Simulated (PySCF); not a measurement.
Molecule: `FC(F)O[C@]12C[C@H]1C2`, C5H6F2O.

Cartesian coordinates in Å; atom numbers follow the order of the lines, from 1:
```xyz
14

F     1.8653   -2.6794   -0.3070
C     1.3358   -1.6098    0.2983
F     2.3506   -1.0295    0.9910
O     0.8412   -0.7797   -0.6503
C    -0.0883    0.1384   -0.1830
C    -1.5834    0.0763   -0.1234
C    -0.8812    1.1942   -0.8437
C     0.0626    1.5569    0.2698
H     0.5891   -1.9501    1.0417
H    -2.0789   -0.6706   -0.7297
H    -2.0790    0.2810    0.8194
H    -0.9732    1.5596   -1.8417
H     0.9769    2.0682    0.0008
H    -0.3381    1.8440    1.2356
```

Frames of a GFN2-xTB Langevin trajectory at 200 K; GIAO PBE0/pcSseg-1 shieldings in PySCF 2.14.0 with density-fitted response routines, gas phase, non-relativistic; equivalent atoms averaged within each frame.

References, each an isolated molecule treated in the same way: $^{19}$F (σ = 170.95 ppm) against CFCl3; $^{13}$C (σ = 186.93 ppm), $^{1}$H (σ = 31.72 ppm) against TMS; H2O for $^{17}$O (σ = 336.08 ppm). The references are static minima.

How do the shifts (ppm) fluctuate along the trajectory?

## Answers


```tsv
time (fs)	F1/F3	C2	C5	C6/C8	C7	O4	H9	H12	H10/H13	H11/H14
optimised geometry	-96.1	127.3	55.4	36.1	6.9	110.0	6.62	2.39	2.01	0.82
250	-87.4	128.9	59.7	31.8	10.3	107.6	6.22	2.85	2.33	0.66
425	-87.6	129.1	60.7	34.2	8.9	101.8	6.22	2.47	2.17	1.26
625	-91.2	133.5	65.2	37.0	12.4	131.0	6.38	3.39	2.69	1.30
800	-86.6	131.2	55.8	39.4	9.9	119.1	6.96	2.60	2.70	0.93
1000	-87.7	131.0	70.5	35.4	4.9	124.9	6.50	1.99	1.14	0.16
mean of frames	-88.1	130.8	62.4	35.5	9.3	116.9	6.46	2.66	2.21	0.86
standard deviation	1.8	1.9	5.7	2.8	2.7	12.1	0.31	0.51	0.64	0.47
```

5 frames give an uncertainty of the mean of about the standard deviation over 2.2 at best, since frames this close in time may not be independent; classical motion lacks zero-point vibration, and the reference would need the same averaging.
